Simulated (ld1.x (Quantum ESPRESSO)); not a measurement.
## What one change does to a pseudopotential (Re (Z = 75), TM)

* Element: Re
* Generator: ld1.x (Quantum ESPRESSO) 7.5
* Type: norm-conserving Troullier–Martins (Kleinman–Bylander form)
* Functional: LDA (PZ)
* Relativity: scalar-relativistic
* Frozen core: [Kr] 4d10 4f14
* Valence charge: 15
* Reference configuration: 5s2 5p6 5d5 6s0 6p0 (charge +2)
* Partial waves: 5s (bound): rc 1.60 bohr; 5p (bound): rc 2.05 bohr; 5d (bound): rc 2.05 bohr
* Local potential: all-electron potential smoothed inside 1.60 bohr (lloc = -1)
* Core correction: a·sin(br)/r model core, default radius (core density twice the valence density)

All-electron outer shells of the reference configuration (LDA (PZ), scalar-relativistic, ld1.x):

```
shell  level (eV)  outermost node (bohr)  outermost maximum (bohr)
   5s     -102.24                   0.52                      0.93
   5p      -63.95                   0.56                      1.06
   4f      -59.35                      –                      0.41
   5d      -21.73                   0.62                      1.41
   6s      -20.44                   1.23                      2.39
   6p      -13.58                   1.46                      2.99
```

Change: all radii but the core radius scaled by about 1.38 (s 2.20, p 2.82, d 2.82 bohr); local potential all-electron potential smoothed inside 2.20 bohr (lloc = -1).

Cutoffs: the cutoffs (Ry, on a coarse ladder) from which the occupation-weighted sum of valence levels, in a spherical-Bessel basis at the reference potential, stays within 10 and 1 mRy of its value at 400 Ry; they do not see the model core or the augmentation charge, which bear on the density cutoff. Errors are all-electron minus pseudo energies relative to the spin-unpolarised reference configuration.

What does the change do?

The potential gets softer (60 Ry and 80 Ry → 30 Ry and 45 Ry); of the 9 tests that both files solve, the error grows in 8 and shrinks in 1 by more than 15 % and 0.3 meV (median size 88.5 → 1984.7 meV); neither file shows a bound ghost at the reference potential, the only one tested. A larger radius leaves more room for a smooth pseudo-wave, so fewer plane waves are needed.

| quantity | base | changed |
| --- | --- | --- |
| cutoff, loose | 60 Ry | 30 Ry |
| cutoff, tight | 80 Ry | 45 Ry |
| loose cutoff by channel (10 mRy a level) | s 40 Ry, p 21 Ry, d 30 Ry | s 12 Ry, p 21 Ry, d 21 Ry |
| bound ghosts | none | none |
| error for 5s2 5p6 5d5 6s2 6p0, meV [ΔE -26.20 eV] | +124 | +3253 |
| error for 5s2 5p6 5d5 6s1 6p0, meV [ΔE -16.68 eV] | +81 | +1985 |
| error for 5s2 5p6 5d4 6s0 6p0, meV [ΔE 27.44 eV] | -9.6 | +1.8 |
| error for 5s2 5p6 5d5 6s1 6p1, meV [ΔE -21.33 eV] | +120 | +1756 |
| error for 5s2 5p6 5d6 6s1 6p0, meV [ΔE -25.23 eV] | +56 | +1492 |
| error for 5s2 5p6 5d5 6s1.5 6p0, meV [ΔE -22.29 eV] | +106 | +2692 |
| error for 5s2 5p6 5d5.5 6s1.5 6p0, meV [ΔE -25.80 eV] | +88 | +2335 |
| error for 5s2 5p6 5d5 6s0 6p0 (spin-polarised), meV [ΔE -3.67 eV] | +44 | +162 |
| error for 5s2 5p6 5d5 6s2 6p0 (spin-polarised), meV [ΔE -29.31 eV] | +155 | +3260 |

Changed file: These tests converged, but a pseudo level misses the all-electron one widely, so the file describes the atom poorly there or has found another state: 5s2 5p6 5d4 6s0 6p0: empty 6s by 3.2 eV; 5s2 5p6 5d5 6s1 6p1: 6s by 1.5 eV; 5s2 5p6 5d6 6s1 6p0: 6s by 1.2 eV.
